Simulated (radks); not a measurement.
The numbers below are computed, except where a source is named.
The samarium ion Sm6+ is in [Xe] 4f2. Level of theory: scalar-relativistic Kohn-Sham, LDA (Slater exchange, Perdew-Wang correlation), spin-polarised, spherical densities, finite nucleus; Fermi nuclear charge, rms radius of each element as measured or else 0.836 A^(1/3) + 0.57 fm (a radial shooting solver on a logarithmic mesh with Libxc functionals). Open shells are filled with parallel spins first. One electron is removed from 5p, 4d, 5s, 4f in turn, with full relaxation. Which removal costs least, and what does each cost?

Answer. 5p 105.39 eV; 4f 110.85 eV; 5s 130.52 eV; 4d 240.93 eV. The 5p electron leaves first.
